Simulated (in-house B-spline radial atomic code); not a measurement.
Atomic self-consistent-field run: W II (W+). Computed with an all-electron radial atomic-structure program (B-spline basis): Dirac-Kohn-Sham LDA VWN5, spherical fractional occupations, Fermi nucleus of rms radius 5.3658 fm, inside a hard spherical wall at 5.36 bohr.

Command:
```bash
python run_scf.py task.json out
```
Settings (nuclear radius in fm, mass in u):
```
Z                74
configuration    [Kr] 4d10 4f14 5s2 5p5 5d4 6s1 6d1
hamiltonian      dirac
method           lda,vwn
spin_polarised   False
nucleus          fermi
rms_radius       5.3658
atomic_mass      183.95093
speed_of_light   137.035999084
wall_radius      5.36
```

Output (hartree, bohr):
```
 radial grid: 62 intervals, B-splines of order 8, outer radius 5.36 bohr

 iter        energy (Eh)    residual
    1      -16150.443372    5.00e-01
    2      -16150.129521    2.22e-01
    3      -16151.123535    1.23e-01
    4      -16151.323196    3.89e-02
    5      -16151.259233    7.14e-02
    6      -16151.355524    1.94e-03
    7      -16151.355609    3.14e-04
    8      -16151.355611    8.50e-06
    9      -16151.355611    3.56e-06
   10      -16151.355611    4.04e-08

 total energy                    -16151.35561
 kinetic                           18184.6484
 electron-nucleus                 -40311.7105
 Hartree                            6290.7546
 exchange-correlation               -315.0481

 first-order corrections (not in the total)
   Gaunt                            19.2280
   retardation                      -2.0390
   frequency dependence             -0.3285
   self-energy                      13.9932
   Uehling                          -2.6261
   Wichmann-Kroll                    0.1043

 orbital      occ     eigenvalue          <r>       <r^2>       <1/r>     <1/r^3>       <r^4>       r_max    small
 1s1/2      2.000     -2547.7437     0.018362 0.000463759     86.9693           -  5.8356e-07     0.01147  7.78e-02
 2s1/2      2.000      -439.9205    0.0769995  0.00707158     21.1664           - 8.72886e-05     0.06592  1.76e-02
 2p1/2      2.000      -420.9545    0.0636726  0.00504519      21.146           -  5.2506e-05     0.04897  1.77e-02
 2p3/2      4.000      -371.2974    0.0716269   0.0062454     17.7652     16314.6 7.64774e-05     0.05581  1.60e-02
 3s1/2      2.000      -101.6684     0.200756   0.0462157     7.76743           -  0.00322976      0.1857  5.80e-03
 3p1/2      2.000       -93.1761     0.190659    0.042373     7.68849           -  0.00284663      0.1738  5.75e-03
 3p3/2      4.000       -82.4416     0.205428   0.0489696     6.81299     3693.12  0.00376125      0.1879  5.25e-03
 3d3/2      4.000       -68.0478     0.179713    0.037944     6.70939     638.221  0.00255219       0.147  5.14e-03
 3d5/2      6.000       -65.7110     0.184253   0.0397535     6.50273     542.792  0.00277837      0.1509  5.00e-03
 4s1/2      2.000       -21.3378     0.449764    0.228678     3.26816           -    0.076034      0.4213  1.92e-03
 4p1/2      2.000       -17.8124     0.454705    0.235658     3.15988           -   0.0829856      0.4208  1.83e-03
 4p3/2      4.000       -15.3164     0.488239     0.27136     2.85258     860.144    0.109965      0.4506  1.63e-03
 4d3/2      4.000        -9.5041     0.504908    0.295737     2.63894     130.011    0.141326      0.4471  1.44e-03
 4d5/2      6.000        -9.0440     0.516396    0.309175     2.56548     108.193    0.154479      0.4566  1.39e-03
 4f5/2      6.000        -1.7604     0.600139    0.450731     2.10581     19.7246    0.473748      0.4253  9.86e-04
 4f7/2      8.000        -1.6777     0.609505    0.465587     2.07508     18.7893    0.508778      0.4304  9.64e-04
 5s1/2      2.000        -3.3713      1.06122     1.26524     1.27435           -      2.3508      0.9604  4.35e-04
 5p1/2      1.667        -2.3123       1.1642     1.53445     1.14766           -     3.58985       1.028  3.61e-04
 5p3/2      3.333        -1.9375      1.26431     1.81083     1.04041     127.003     5.02535       1.111  3.10e-04
 5d3/2      1.600        -0.5729      1.77532     3.66787    0.729959     9.92642     22.6861       1.417  1.56e-04
 5d5/2      2.400        -0.5388      1.82707     3.87912    0.706807     8.05615     25.1551       1.459  1.47e-04
 6s1/2      1.000        -0.4956       2.6406     7.66943    0.476644           -      78.548       2.444  7.45e-05
 6d3/2      0.400         0.1762      3.24375     11.7133    0.417676     4.29337     174.768       3.638  7.97e-05
 6d5/2      0.600         0.1917      3.24004     11.7266    0.420333     3.80219     176.208       3.666  8.14e-05

 Slater integrals (Eh)
   F0(5p3/2,5p3/2)               0.712146
   F2(5p3/2,5p3/2)               0.383313
   F0(5p3/2,5d3/2)               0.584770
   F2(5p3/2,5d3/2)               0.286664
   G1(5p3/2,5d3/2)               0.346077
   G3(5p3/2,5d3/2)               0.212799
   F0(5p3/2,5d5/2)               0.572949
   F2(5p3/2,5d5/2)               0.276683
   G1(5p3/2,5d5/2)               0.328365
   G3(5p3/2,5d5/2)               0.201929
   F0(5p3/2,6s1/2)               0.412341
   G1(5p3/2,6s1/2)               0.037980
   F0(5p3/2,6d3/2)               0.357662
   F2(5p3/2,6d3/2)               0.104774
   G1(5p3/2,6d3/2)               0.077079
   G3(5p3/2,6d3/2)               0.053890
   F0(5p3/2,6d5/2)               0.359732
   F2(5p3/2,6d5/2)               0.107247
   G1(5p3/2,6d5/2)               0.082120
   G3(5p3/2,6d5/2)               0.056893
   F0(5d3/2,5d3/2)               0.509420
   F2(5d3/2,5d3/2)               0.262801
   F0(5d3/2,5d5/2)               0.501915
   F2(5d3/2,5d5/2)               0.258784
   (list cut)
```

Time taken, with all properties: 0.89 s on 1 thread of Intel(R) Xeon(R) 6975P-C (shared host).

For the Dirac Hamiltonian the kinetic term is c α·p + (β - 1)c².
